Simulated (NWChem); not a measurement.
**Correlation energy of germanium monoxide (GeO)**

```xyz
2

Ge     0.0000     0.0000     0.3297
O      0.0000     0.0000    -1.3189
```
Charge 0, spin multiplicity 1.

All runs are NWChem calculations. Structure: optimised with PBE/def2-SVP, a minimum by its harmonic frequencies.

Basis set: def2-TZVP. Each correlation energy counts from its own Hartree-Fock reference.

The Hamiltonian is non-relativistic. The correlated methods keep 10 core orbitals frozen. No row is a measurement; the coupled-cluster row has its own basis-set and correlation limits.

```json
[
 {"method": "CR-CCSD[T]", "correlation energy (mHa)": "(withheld)"},
 {"method": "SCS-MP2", "correlation energy (mHa)": "-454.5"},
 {"method": "CCSD", "correlation energy (mHa)": "-464.4"},
 {"method": "CR-CCSD(T)", "correlation energy (mHa)": "-483.7"},
 {"method": "CCSD+T(CCSD)", "correlation energy (mHa)": "-494.4"},
 {"method": "CCSD(T)", "correlation energy (mHa)": "(withheld)"},
 {"method": "MP2", "correlation energy (mHa)": "-479.3"}
]
```

Some entries are withheld; supply them.


- CR-CCSD[T], correlation energy (mHa): -487.3
- CCSD(T), correlation energy (mHa): -489.5
